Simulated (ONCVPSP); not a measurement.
**What one change does to a pseudopotential (Sn, ONCV)**

- Element: tin (Sn)
- Generator: ONCVPSP 4.0.1
- Type: optimised norm-conserving Vanderbilt (ONCV)
- Functional: PBEsol
- Relativity: fully relativistic
- Frozen core: [Kr]
- Valence charge: 14
- Reference configuration: 4d10 5s2 5p1.5 (charge +0.5)
- Partial waves: 5s: rc 2.15 bohr, ncon 5, nbas 8, qcut 2.7 1/bohr, 2 projectors, debl 1.4 Ha; 5p: rc 2.70 bohr, ncon 4, nbas 8, qcut 2.7 1/bohr, 2 projectors, debl 0.7 Ha; 4d: rc 1.60 bohr, ncon 3, nbas 7, qcut 9.3 1/bohr, 2 projectors, debl 0.8 Ha
- Local potential: polynomial inside 1.10 bohr (lpopt 3, dvloc0 0 Ha)
- Core correction: Teter function, fcfact 5.25, rcfact 1.8

Open shells are filled in proportion to 2j + 1.

In the d channel the program set the typed energies aside and used -1.071, 0.250 Ha (j = l + 1/2; the other j can differ).

All-electron outer shells of the reference configuration (PBEsol, scalar-relativistic, ld1.x):

| shell | level (eV) | outermost node (bohr) | outermost maximum (bohr) |
| --- | --- | --- | --- |
| 4s | -137.54 | 0.40 | 0.74 |
| 4p | -93.36 | 0.41 | 0.79 |
| 4d | -29.58 | 0.39 | 0.88 |
| 5s | -14.08 | 0.98 | 1.99 |
| 5p | -6.85 | 1.09 | 2.49 |

Change: all radii but the core radius scaled by about 1.07 (s 2.30, p 2.90, d 1.72 bohr); local potential polynomial inside 1.18 bohr (lpopt 3, dvloc0 0 Ha).

Cutoffs: the cutoffs (Ha) at which the residual kinetic energy of the hardest occupied pseudo-wave falls to 1 and 0.1 mHa per electron; they do not see the model core or the augmentation charge, which bear on the density cutoff. Errors are all-electron minus pseudo energies relative to the spin-unpolarised reference configuration.

What does the change do?

The potential gets neither clearly harder nor softer (33 Ha and 37 Ha → 31 Ha and 36 Ha); both files keep a bound ghost (s); the lowest positive-energy flag moves from p3/2 at 4.6 eV to p3/2 at 20.4 eV; of the 4 tests that both files solve, the error grows in 2 and shrinks in 0 by more than 15 % and 0.3 meV (median size 9.6 → 13.6 meV).

| quantity | base | changed |
| --- | --- | --- |
| cutoff, loose | 33 Ha | 31 Ha |
| cutoff, tight | 37 Ha | 36 Ha |
| loose cutoff by channel | s 22 Ha, p 3.5 Ha, d 33 Ha | s 22 Ha, p 2.0 Ha, d 31 Ha |
| bound ghosts | s | s |
| GHOST(+) flags under 300 eV | p3/2 at 4.6 eV, p1/2 at 11.3 eV | p3/2 at 20.4 eV, p1/2 at 25.6 eV |
| error for 4d10 5s2 5p2, meV [ΔE -2.63 eV] | -0.3 | -0.5 |
| error for 4d10 5s2 5p1, meV [ΔE 4.28 eV] | -0.8 | -1.3 |
| error for 4d10 5s2 5p0, meV [ΔE 18.27 eV] | -18 | -26 |
| error for 4d10 5s0 5p0, meV [ΔE 90.33 eV] | -490 | -528 |
| rms error of d²Exc/dni dnj with the model core, mHa | 2.81 | 2.73 |

 A true bound ghost makes a file unfit for plane-wave use even where its test errors are small: the radial tests pick states by their node count and pass the ghost by.
